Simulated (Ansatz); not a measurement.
The same path of AlBrH$_{6}$N$_{2}$O (11 atoms, charge 0, multiplicity 1) was run twice with different band settings.

Level of theory: Ansatz, RKS PBE/def2-SVP.

Relaxed end points:

```xyz
11
Properties=species:S:1:pos:R:3
Al -0.228 0.609 0.069
N -0.114 0.061 2.028
H -0.857 -0.601 2.292
H 0.804 -0.385 2.180
O 1.390 0.035 -0.260
H 1.794 0.223 -1.122
N -1.672 -0.228 -0.620
H -2.488 0.297 -0.946
H -1.593 -1.089 -1.166
Br -0.560 2.902 0.366
H -0.180 0.889 2.638
```

```xyz
11
Properties=species:S:1:pos:R:3
Al -0.226 0.610 0.068
N -0.114 0.061 2.028
H -0.850 -0.613 2.279
H 0.808 -0.372 2.188
O 1.392 0.036 -0.263
H 1.795 0.216 -1.127
N -1.676 -0.227 -0.612
H -1.596 -1.088 -1.159
H -2.485 0.302 -0.946
Br -0.553 2.903 0.362
H -0.200 0.886 2.639
```

Common settings: movable images 5; climbing image yes; spring 5.0 eV/Å²; optimiser quadratic models (default); force threshold 0.05 eV/Å; iteration limit 60; end points relaxed.

| run | start path |
| --- | --- |
| 1 | through a guess of the saddle point |
| 2 | straight line |

(1) What does each run give, and how far can it be trusted?

Results:

(1) Run 1: converged after 21 iterations, highest image 0.178 eV above the first end. A vibrational analysis at the climbing image gives one clearly imaginary mode, 252i cm⁻¹: a first-order saddle point.
Run 2: converged after 6 iterations, highest image 0.178 eV above the first end. Another band between the same ends (5 images) ends at a top of the same energy, where a vibrational analysis finds 1 clearly imaginary mode.
